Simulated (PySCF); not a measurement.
**Two-component Hartree-Fock for Ar⁺ (argon, charge +1)**

Start: [Ne] 3s2 3p5; 3p1/2 filled at m_j = -1/2, +1/2; 3p3/2 filled at m_j = -1/2, +1/2, +3/2. Calculated with PySCF 2.14 in x2c-TZVPall-2c with one added diffuse shell each of s, p type (6s7p2d1f, 44 functions): generalised Hartree-Fock with the X2C-1e Hamiltonian and a Gaussian nucleus; one run each with spin-orbit coupling (SO) switched off, then screened by Boettger's factors.

```
spinor shell  electrons  ε, spin-free (eV)  ε, screened SO (eV)  weight of nominal j (screened SO)  rms radius, screened SO (bohr)
       1s1/2          2            -3254.7              -3254.7                              1.000                          0.0991
       2s1/2          2            -351.64              -351.62                              1.000                           0.446
       2p1/2          2            -274.46              -276.22                              0.993                           0.415
       2p3/2          4            -274.46              -273.56                              0.997                           0.418
       3s1/2          2            -46.859              -46.850                              0.999                            1.48
       3p1/2          2            -28.467              -28.488                              0.637                            1.69
       3p3/2          3            -28.467              -28.465                              0.758                            1.69
```

```
   quantity   spin-free  screened SO
E (hartree)  -528.07422   -528.07807
        M_J         3/2          3/2
       ⟨J²⟩       3.761        3.761
       ⟨L²⟩       2.008        2.008
       ⟨S²⟩       0.753        0.753
```

Each row is a mean over spinors that exchange with the open shell spreads, by up to 3.845 eV (3s1/2).

Rows whose weight is well below 1 are mixtures of j = l ± 1/2: exchange outweighs spin-orbit coupling there, and the label is only the starting occupation.

Without spin-orbit coupling the j labels of p, d and f shells carry no meaning; the spin-free column gives the mean over the occupied spinors of each nl shell.
